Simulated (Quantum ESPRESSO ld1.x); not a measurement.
Values are calculated unless marked as measured or tabulated.
Question: Tl XXIII, configuration [Xe] 4f3 6s2 (not the ground configuration). Code: ld1.x of Quantum ESPRESSO 7.5. Model: Dirac Kohn-Sham, PW91, spin-unpolarised, spherical densities, point nucleus; open shells are shared between the two j in proportion to 2j + 1. Some entries of the table are withheld. Estimate them.

orbital,occ.,eigenvalue (eV),<r^2> (bohr^2)
1s1/2,2,-86261.9,0.0003687
2s1/2,2,-15995.7,0.005551
2p1/2,2,(1),0.003916
2p3/2,4,(2),0.005103
3s1/2,2,-4429.66,0.03582
3p1/2,2,-4154.28,0.03260
3p3/2,4,-3693.36,0.03884
3d3/2,4,-3241.53,0.02969
3d5/2,6,-3143.41,0.03138
4s1/2,2,-1538.11,0.1598
4p1/2,2,-1418.89,0.1600
4p3/2,4,-1292.42,0.1849
4d3/2,4,-1099.08,0.1830
4d5/2,6,-1073.85,0.1906
4f5/2,1.28571,-831.888,0.1730
4f7/2,1.71429,-825.260,0.1761
5s1/2,2,(3),0.5793
5p1/2,2,-636.502,(4)
5p3/2,4,-596.765,(5)
5d3/2,0,-516.250,0.7547
5d5/2,0,-508.523,0.7777
6s1/2,2,-385.444,1.653
6p1/2,0,-361.838,1.763
6p3/2,0,-345.163,1.933

Answer: 
(1) 2p1/2 eigenvalue (eV): -15379.6
(2) 2p3/2 eigenvalue (eV): -13316.3
(3) 5s1/2 eigenvalue (eV): -686.944
(4) 5p1/2 <r^2> (bohr^2): 0.6092
(5) 5p3/2 <r^2> (bohr^2): 0.6847
